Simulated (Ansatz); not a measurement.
Cost and result up the ladder for the cluster BiTe2 (the lowest doublet isomer of a short search) (3 atoms). The state is a doublet with charge 0. Geometry: B3LYP-D4/def2-SVP.

```xyz
3

Bi   -0.377    1.618    0.104
Te    1.225   -0.629    0.895
Te   -0.848   -0.990   -0.999
```

Ansatz on 4 threads of Arm Neoverse V1 on a shared host. Times are rough, and most runs start from the orbitals of an earlier one. PBE0-D4/def2-TZVPD serves as the yardstick here, not as an exact answer. Differences are given only for rows in sets of like size (and for xTB, whose basis is part of the method), since another set adds its own error. Binding counts from free atoms at the same level (Bi quartet, Te triplet; other spins of the atoms weren't run), without zero-point energy or a counterpoise term.

In the def2 sets Bi, Te take a core potential; there is no spin–orbit coupling. B3LYP takes the VWN-RPA correlation. Correlated methods freeze 12 core orbitals; core or outer-core shells of Bi, Te are correlated, in sets that lack core-valence functions. The rows differ in basis, and correlated rows in double-zeta sets carry the largest basis error. The structure comes from a short search, and lower isomers may exist.

Correlated methods converge slowly with the basis, most of all in double-zeta sets.

```json
{"level": "PBE-D4/def2-SVP", "functions": "78", "wall time": "1.4 s", "binding energy per atom (eV)": "1.89", "difference from PBE0-D4/def2-TZVPD (eV)": "–", "remarks": "–"}
{"level": "BLYP-D4/def2-TZVP", "functions": "150", "wall time": "2.6 s", "binding energy per atom (eV)": "1.88", "difference from PBE0-D4/def2-TZVPD (eV)": "0.12", "remarks": "–"}
{"level": "PBE-D4/def2-TZVP (with forces)", "functions": "150", "wall time": "2.8 s", "binding energy per atom (eV)": "1.95", "difference from PBE0-D4/def2-TZVPD (eV)": "0.19", "remarks": "–"}
{"level": "B3LYP-D4/def2-TZVP", "functions": "150", "wall time": "4 s", "binding energy per atom (eV)": "1.77", "difference from PBE0-D4/def2-TZVPD (eV)": "0.01", "remarks": "–"}
{"level": "PBE0-D4/def2-TZVP", "functions": "150", "wall time": "4.3 s", "binding energy per atom (eV)": "1.76", "difference from PBE0-D4/def2-TZVPD (eV)": "-0.01", "remarks": "–"}
{"level": "MP2/def2-TZVP", "functions": "150", "wall time": "4.7 s", "binding energy per atom (eV)": "1.63", "difference from PBE0-D4/def2-TZVPD (eV)": "-0.13", "remarks": "spin-contaminated (⟨S²⟩ 0.84)"}
{"level": "PBE0-D4/def2-TZVPD", "functions": "174", "wall time": "6 s", "binding energy per atom (eV)": "1.76", "difference from PBE0-D4/def2-TZVPD (eV)": "0.00", "remarks": "–"}
{"level": "CCSD(T)/def2-SVP", "functions": "78", "wall time": "6 s", "binding energy per atom (eV)": "1.25", "difference from PBE0-D4/def2-TZVPD (eV)": "–", "remarks": "spin-contaminated (⟨S²⟩ 0.84)"}
{"level": "RPA@PBE/def2-TZVP", "functions": "150", "wall time": "6.5 s", "binding energy per atom (eV)": "1.47", "difference from PBE0-D4/def2-TZVPD (eV)": "-0.29", "remarks": "–"}
{"level": "r2SCAN-D4/def2-TZVP", "functions": "150", "wall time": "8 s", "binding energy per atom (eV)": "1.70", "difference from PBE0-D4/def2-TZVPD (eV)": "-0.06", "remarks": "–"}
{"level": "r2SCANh-D4/def2-TZVP", "functions": "150", "wall time": "8 s", "binding energy per atom (eV)": "1.65", "difference from PBE0-D4/def2-TZVPD (eV)": "-0.11", "remarks": "–"}
{"level": "r2SCAN-D4/def2-TZVPD", "functions": "174", "wall time": "9 s", "binding energy per atom (eV)": "1.71", "difference from PBE0-D4/def2-TZVPD (eV)": "-0.05", "remarks": "–"}
{"level": "PBE-QIDH/def2-TZVP", "functions": "150", "wall time": "9 s", "binding energy per atom (eV)": "1.64", "difference from PBE0-D4/def2-TZVPD (eV)": "-0.12", "remarks": "–"}
{"level": "B97M-V/def2-TZVP", "functions": "150", "wall time": "11 s", "binding energy per atom (eV)": "1.77", "difference from PBE0-D4/def2-TZVPD (eV)": "0.01", "remarks": "–"}
```
